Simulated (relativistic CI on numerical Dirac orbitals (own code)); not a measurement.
Sensitivity of the levels of Pt51+ to α and to the nuclear radius

Computed by Dirac-Coulomb-Breit CI, separate exchange-only KLI orbitals for each configuration, derivatives by finite differences, unscaled Slater integrals, QED left out (own radial code, finite nucleus).

Configurations in the expansion (outside the closed core [Ne]): 3s2 3p6 3d9, 3s2 3p5 3d10, 3s 3p6 3d10, 3s2 3p6 3d8 4s, 3s2 3p6 3d8 4p, 3s2 3p4 3d10 4s, 3s2 3p6 3d8 4d, 3s2 3p4 3d10 4p. Levels of other configurations are missing.

With x = (α/α₀)² − 1 an excitation energy changes as ω = ω₀ + qx; K = 2q/ω₀ is the relative enhancement. Terms are leading LS components, so labels can repeat. The field-shift factor is F = δν/δ⟨r²⟩ for the transition from the lowest level.

Lowest level 3s2 3p6 3d9 2D_5/2.

```tsv
Level	ω₀ (cm⁻¹)	q (cm⁻¹)	K	F (GHz/fm²)
3s2 3p6 3d9 2D_3/2	693286	704100	2.03	22.5
3s2 3p5 3d10 2P°_3/2	4030509	873500	0.433	59.2
3s2 3p5 3d10 2P°_1/2	7270190	4.947e+06	1.36	-661
3s 3p6 3d10 2S_1/2	9407894	5.397e+06	1.15	-10400
3s2 3p6 3d8 4s 4F_9/2	14868888	-2.143e+06	-0.288	3830
3s2 3p6 3d8 4s 2F_7/2	14895439	-2.139e+06	-0.287	3820
3s2 3p6 3d8 4s 2D_5/2	14954658	-2.139e+06	-0.286	3830
3s2 3p6 3d8 4s 2D_3/2	14967622	-2.135e+06	-0.285	3830
3s2 3p6 3d8 4s 2S_1/2	15131382	-2.116e+06	-0.28	3830
3s2 3p6 3d8 4s 4F_7/2	15554808	-1.433e+06	-0.184	3850
3s2 3p6 3d8 4s 4F_5/2	15561864	-1.43e+06	-0.184	3850
3s2 3p6 3d8 4s 4P_5/2	15638280	-1.428e+06	-0.183	3850
3s2 3p6 3d8 4s 4P_3/2	15645000	-1.425e+06	-0.182	3850
3s2 3p6 3d8 4s 4P_3/2	15683681	-1.42e+06	-0.181	3850
3s2 3p6 3d8 4s 2G_9/2	15684013	-1.444e+06	-0.184	3850
3s2 3p6 3d8 4s 2G_7/2	15690058	-1.44e+06	-0.184	3850
3s2 3p6 3d8 4s 2P_1/2	15700993	-1.418e+06	-0.181	3850
3s2 3p6 3d8 4p 4D°_7/2	15733924	-1.972e+06	-0.251	460
3s2 3p6 3d8 4p 2G°_9/2	15744824	-1.975e+06	-0.251	460
3s2 3p6 3d8 4p 2D°_3/2	15815599	-1.969e+06	-0.249	460
3s2 3p6 3d8 4p 2F°_5/2	15821107	-1.97e+06	-0.249	460
3s2 3p6 3d8 4p 2P°_1/2	15989715	-1.946e+06	-0.243	462
3s2 3p6 3d8 4s 4F_3/2	16292548	-722000	-0.0886	3880
```

At this charge energies of transitions that change n are usually good to better than 1 %, and those within a shell (Δn = 0) to a few per cent.
